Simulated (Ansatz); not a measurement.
Cost and result for the atomization energy of `[GaH2][GaH][GeH3]` (9 atoms, 8 bonds).

```csv
atom,x (Å),y (Å),z (Å)
Ga1,1.0558,-0.7956,-2.0453
Ga2,0.8593,-0.2370,0.3393
Ge3,-1.1882,0.6977,1.3282
H4,1.5431,0.2620,-3.1094
H5,0.6567,-2.2160,-2.6033
H6,2.0438,-0.4547,1.3623
H7,-1.7427,-0.2351,2.4250
H8,-2.3211,0.9193,0.3068
H9,-0.9067,2.0594,1.9965
```

Total charge 0; spin multiplicity 1. Correlated methods include outer-core shells of Ga, Ge, which these sets cover unevenly. Scalar relativity is left out up to krypton. All single points use the PBE0-D4/def2-TZVP geometry. Program: Ansatz. All runs use 4 threads of an AMD EPYC 9R45 on a shared host. Times are those of one run each, without the atoms' runs, and a repeat can differ threefold. Electronic energies, without spin–orbit coupling; frozen cores. CCSD(T)/CBS adds CCSD(T) − MP2 in def2-TZVPP to the MP2 limit, and its time is that of the two runs behind it. T1 = 0.013. With those shells the extrapolation isn't a true limit.

CCSD(T)/CBS is a level of theory with its own doubt, some kJ/mol a heavy atom from the limit and from the frozen cores, so smaller differences don't rank the functionals.

```csv
level,functions,wall time,atomization (kcal/mol),difference from CCSD(T)/CBS,per bond
LDA (SPW92)/def2-TZVPP,228,0.55 s,545.2,53.5,6.7
revPBE-D4/def2-TZVPP,228,0.8 s,467.5,-24.2,-3.0
BHLYP-D4/def2-TZVPP,228,1.4 s,479.6,-12.1,-1.5
r2SCAN-D4/def2-TZVPP (with forces),228,1.6 s,490.8,-0.9,-0.1
CAM-B3LYP-D4/def2-TZVPP,228,1.6 s,485.5,-6.2,-0.8
r2SCANh-D4/def2-TZVPP,228,1.9 s,489.4,-2.3,-0.3
PBE-QIDH/def2-TZVPP,228,2 s,484.3,-7.4,-0.9
B97M-V/def2-TZVPP,228,2.9 s,496.6,4.9,0.6
ωB97X-V/def2-TZVPP,228,3 s,492.8,1.1,0.1
CCSD(T)/def2-SVP,126,4.5 s,460.0,-31.7,-4.0
MP2/def2-QZVPP,447,9 s,479.2,-12.5,-1.6
CCSD(T)/def2-TZVPP,228,51 s,487.1,-4.6,-0.6
CCSD(T)/CBS(def2),–,60 s,491.7,0.0,0.0
```

From PBE to PBE0 (25 % exact exchange), in def2-TZVPP and without D4, the atomization energy moves by +2.7 kcal/mol. Leaving LDA and LC-ωPBE aside and taking each functional with its dispersion term where it has one, the values spread over 29.1 kcal/mol, from revPBE-D4 to B97M-V. LDA lies +73.1 kcal/mol from PBE without D4, its usual overbinding. In def2-TZVPP, CCSD(T) changes the Hartree–Fock value by +129.1 kcal/mol (the triples alone add +4.4 kcal/mol) and MP2 by +118.6 kcal/mol; breaking electron pairs costs correlation energy, which Hartree–Fock lacks.

For some Ge, Se and Sn compounds the MP2-based and the directly extrapolated limit differ by 10 to 25 kJ/mol.
